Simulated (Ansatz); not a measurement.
Calculated with Ansatz (gas phase, PBE0-D4/def2-TZVP geometries, no zero-point term in ΔE). CCSD(T)/CBS is the MP2 limit (def2-TZVPP, def2-QZVPP) plus CCSD(T) − MP2 in def2-TZVPP, frozen cores. Functionals use def2-TZVPP. B3LYP here is the variant with VWN-RPA as its local correlation; programs differ in this. For Ge outer-core shells are correlated without core-valence functions, which leaves a few kJ/mol of doubt a bond. Scalar relativity is left out up to krypton. One conformer a species, not always the lowest.

`[CH3][GeH]([CH3])[Cl]` + `C=NC(=N)O` → `C=N/C(O)=N\C` + `[CH3][GeH2][Cl]`  (substitution at a C–Ge bond)

`[CH3][GeH]([CH3])[Cl]`:

Z-matrix (Å, degrees):
```
C
Ge 1 1.942
H 1 1.091 2 109.8
H 1 1.092 2 110.1 3 -119.9
H 1 1.090 2 110.2 3 119.9
C 2 1.942 1 113.3 3 56.2
Cl 2 2.173 1 106.7 3 -60.9
H 2 1.540 1 112.0 3 -175.8
H 6 1.092 2 110.1 1 63.9
H 6 1.090 2 109.8 1 -56.0
H 6 1.090 2 110.2 1 -176.0
```

`C=NC(=N)O`:

```xyz
9

C     0.779   -0.582    1.278
N     0.313    0.464    0.740
C    -0.328    0.352   -0.504
N    -0.832    1.333   -1.118
O    -0.382   -0.886   -1.029
H     0.713   -1.575    0.830
H     1.274   -0.484    2.243
H    -0.693    2.176   -0.570
H    -0.846   -0.798   -1.871
```

`C=N/C(O)=N\C`:

```xyz
12

C    -1.069    1.261   -1.454
N    -0.704    0.701   -0.379
C     0.326   -0.243   -0.425
O     0.830   -0.501   -1.653
N     0.796   -0.848    0.576
C     0.285   -0.598    1.896
H    -0.623    1.053   -2.429
H    -1.873    1.994   -1.403
H     1.520   -1.162   -1.513
H    -0.535    0.124    1.923
H    -0.053   -1.544    2.329
H     1.101   -0.239    2.530
```

`[CH3][GeH2][Cl]`:

Cartesian coordinates in Å:
```
C -0.491 -0.942 -0.080
Ge 0.559 0.683 0.056
Cl -0.825 2.339 0.224
H -1.133 -0.896 -0.960
H -1.112 -1.057 0.808
H 0.171 -1.807 -0.166
H 1.400 0.955 -1.201
H 1.431 0.725 1.319
```

CCSD(T)/CBS gives +71.1 kJ/mol.

Question: Another level gave +66.7 kJ/mol. Which?
A. LDA (SPW92)/def2-TZVPP
B. CCSD/def2-TZVPP
C. B3LYP/def2-TZVPP
D. B2PLYP/def2-TZVPP

Answer: D. B2PLYP 66.7, B3LYP 62.5, CCSD/def2-TZVPP 71.8, LDA (SPW92) 53.8 kJ/mol.

Question: What do rigid-rotor, harmonic-oscillator terms from PBE0-D4/def2-TZVP frequencies (298.15 K, 1 bar) make of the CCSD(T)/CBS value? (Estimate.)

Answer: Ansatz gave: ΔZPE = -3.4 kJ/mol, ΔH = +66.7 kJ/mol, ΔS = -6 J/(mol·K), ΔG = +68.5 kJ/mol.

Largest T1 diagnostic among the species: 0.015.

In def2-TZVPP, CCSD(T) changes the Hartree–Fock value by +5.4 kJ/mol (the triples alone add −0.3 kJ/mol) and MP2 by +8.2 kJ/mol. Leaving LDA and LC-ωPBE aside and taking each functional with its dispersion term where it has one, the values, not all of them listed here, spread over 8.2 kJ/mol, from BLYP-D4 to ωB97M-V. LDA lies −7.9 kJ/mol from PBE without D4.
